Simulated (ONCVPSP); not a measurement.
## Au, ONCV: configuration errors across variants

gold (Au), optimised norm-conserving Vanderbilt (ONCV), made with ONCVPSP 4.0.1 (PBE, scalar-relativistic). Core [Xe] 4f14, reference 5d10 (charge +1). Waves: s scattering state at 0.1 Ha: rc 2.55 bohr, ncon 4, nbas 8, qcut 2.3 1/bohr, 2 projectors, debl 1.8 Ha; p scattering state at 0.08 Ha: rc 2.05 bohr, ncon 4, nbas 7, qcut 3.7 1/bohr, 2 projectors, debl 2.7 Ha; 5d: rc 2.05 bohr, ncon 4, nbas 9, qcut 6.3 1/bohr, local; f scattering state at 0.11 Ha: rc 2.35 bohr, ncon 4, nbas 7, qcut 5 1/bohr, 1 projector. Local part: the d channel. Core correction: Teter function, fcfact 5.75, rcfact 1.35.

In the s channel the program set the typed energies aside and used 0.050, 1.850 Ha. In the p channel the program set the typed energies aside and used 0.050, 2.750 Ha.

All-electron excitation energies from the reference (eV): (1) 5d10 6s1 -9.409; (2) 5d9 21.208; (3) 5d8 55.086; (4) 5d9 6s1 6p1 -1.912.

4 further variants failed, have other tests or too few solved ones, and are left out.

A true bound ghost makes a file unfit for plane-wave use even where its test errors are small: the radial tests pick states by their node count and pass the ghost by.

Errors AE − PS in meV (a dash: test not solved or not reliable):

```tsv
change	(1)	(2)	(3)	(4)	bound ghosts	GHOST(+) flags above zero
base	+57	-42	-225	+57	p	s, p, f
core correction Teter function, fcfact 4.3, rcfact 1.35	+59	-38	-200	+62	p	s, p, f
f: qcut 3.9	+57	-42	-225	+57	p, f	s, p
core correction Teter function fitted to the true core (icmod 2), fcfact 0.6	+61	-36	-193	+62	p	s, p, f
```

(1) Give the same row for: d: nproj 1; local potential polynomial inside 1.80 bohr (lpopt 5, dvloc0 0 Ha).

Results:

(1) +46, -36, -200, +40; bound ghosts: p; GHOST(+) flags above zero: s.
